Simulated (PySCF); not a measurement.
Computed shifts of a molecule C₂H₇BO₂, PBE/pcSseg-1 (PySCF), GIAO, gas phase, atoms alike by connectivity averaged where their shifts nearly agree, in ppm (number of nuclei): ¹³C: 12.1 (1), 11.4 (1). ¹H: 3.97 (1), 3.58 (1), 1.29 (3), 0.86 (2). References: ¹¹B against BF3 (σ = 83.9 ppm); ¹³C against TMS (σ = 182.0 ppm); ¹H against TMS (σ = 31.49 ppm); ¹⁷O against H2O (σ = 334.3 ppm), references at their B3LYP-D3(BJ)/def2-TZVP geometries, non-relativistic. Geometry: PBE0-D3(BJ)/def2-SVP. The values are those of a single conformer.

Q: Which molecule gave these data?
A. COBOC
B. COB(C)O
C. CB(O)CO
D. CCB(O)O

A: D, CCB(O)O
